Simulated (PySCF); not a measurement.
Correlation energy of Mg (magnesium, neutral)

[Ne] 3s2, closed-shell 1S. Computed with PySCF 2.14 in aug-cc-pVDZ-DK (5s4p2d, 27 functions), with the spin-free X2C one-electron Hamiltonian (Gaussian nucleus). Frozen: [Ne]; 2 electrons correlated.

With two correlated electrons CCSD is exact within the correlated space (frozen core and kept virtual orbitals).

```tsv
level	correlation energy (mhartree)
CCSD	-32.90
```

Diagnostics: T1 = 0.015, D1 = 0.0213, largest double amplitude 0.093.

Cost of the coupled-cluster step: of the order of 0.07 core-seconds, for 2 correlated electrons.

Iterations:

```
CC2 = 0
CCSD nocc = 1, nmo = 22
frozen orbitals [0, 1, 2, 3, 4]
max_cycle = 100
direct = 0
conv_tol = 1e-08
conv_tol_normt = 1e-06
diis_space = 8
diis_start_cycle = 0
Init t2, MP2 energy = -199.935888501647  E_corr(MP2) -0.0216614867674171
Init E_corr(CCSD) = -0.0216614867781591
cycle = 1  E_corr(CCSD) = -0.0280598005249045  dE = -0.00639831375  norm(t1,t2) = 0.051477
cycle = 2  E_corr(CCSD) = -0.030510628338621  dE = -0.00245082781  norm(t1,t2) = 0.0252067
cycle = 3  E_corr(CCSD) = -0.0328916331087008  dE = -0.00238100477  norm(t1,t2) = 0.0134037
cycle = 4  E_corr(CCSD) = -0.0328895659214603  dE = 2.06718724e-06  norm(t1,t2) = 0.00111189
cycle = 5  E_corr(CCSD) = -0.0329030828243115  dE = -1.35169029e-05  norm(t1,t2) = 0.000135157
cycle = 6  E_corr(CCSD) = -0.0328970190962563  dE = 6.06372806e-06  norm(t1,t2) = 3.37231e-05
cycle = 7  E_corr(CCSD) = -0.0328982417751666  dE = -1.22267891e-06  norm(t1,t2) = 7.56118e-06
cycle = 8  E_corr(CCSD) = -0.0328981600917113  dE = 8.16834553e-08  norm(t1,t2) = 1.63822e-06
cycle = 9  E_corr(CCSD) = -0.0328980841307992  dE = 7.59609122e-08  norm(t1,t2) = 5.33744e-07
cycle = 10  E_corr(CCSD) = -0.0328980723982315  dE = 1.17325677e-08  norm(t1,t2) = 8.87202e-08
cycle = 11  E_corr(CCSD) = -0.0328980727050336  dE = -3.06802105e-10  norm(t1,t2) = 2.9871e-08
CCSD converged
E(CCSD) = -199.9471250875842  E_corr = -0.03289807270503357
```
